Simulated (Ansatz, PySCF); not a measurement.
The pair A = N2 (SMILES N#N) (first 2 atoms), B = C3H4 (SMILES C=C=C); geometry from B3LYP-D3(BJ)/def2-TZVP.
(charge 0, multiplicity 1):
```
atom    x (Å)    y (Å)   z (Å)
----  -------  -------  ------
N      0.3035   1.6979  0.8484
N      0.3151   0.7442  0.3192
C     -0.0725  -1.5393  3.2118
C     -0.0890  -0.3511  3.7389
C     -0.1044   0.8412  4.2563
H     -0.9835  -2.0159  2.8684
H      0.8530  -2.0921  3.0977
H      0.0095   1.7236  3.6367
H     -0.2312   0.9919  5.3221
```

Cores are frozen in the correlated methods. CBS: X⁻³ extrapolation of the correlation energy, Hartree–Fock from the larger set. MP2 and its Hartree–Fock in aug-cc-pVTZ are density fitted.

Codes used: Ansatz (Gaussian orbitals); PySCF for the dispersion terms. 

The monomers are drawn apart, rigid, along the line of their centres of mass. Counterpoise-corrected interaction energies (kcal/mol):

```json
[
 {"level": "PBE/def2-TZVPPD", "R = 4.665 Å": "-0.1919", "R = 5.787 Å": "-0.0405"},
 {"level": "PBE-D3(BJ)/def2-TZVPPD", "R = 4.665 Å": "-0.4530", "R = 5.787 Å": "-0.1182"},
 {"level": "wB97M-V/def2-TZVPPD", "R = 4.665 Å": "-0.3458", "R = 5.787 Å": "-0.1015"},
 {"level": "MP2/CBS(aug-cc-pVDZ, aug-cc-pVTZ) + ΔCCSD(T)/aug-cc-pVDZ", "R = 4.665 Å": "-0.3459", "R = 5.787 Å": "-0.0995"}
]
```

Problem. R is the distance of the centres of mass. Find the local exponent m of E ∝ R⁻ᵐ between the two points.

Solution. 
m = ln(E₁/E₂)/ln(R₂/R₁): PBE/def2-TZVPPD 7.2; PBE-D3(BJ)/def2-TZVPPD 6.2; wB97M-V/def2-TZVPPD 5.7; MP2/CBS(aug-cc-pVDZ, aug-cc-pVTZ) + ΔCCSD(T)/aug-cc-pVDZ 5.8. For scale, two fixed dipoles give m = 3, dipole and quadrupole 4, quadrupoles 5, and dispersion or dipole-induced dipole 6 at long range; at these distances several terms mix, and what is left of overlap and damping shifts m, so it need not match one of them.

Ansatz is an electronic-structure program.
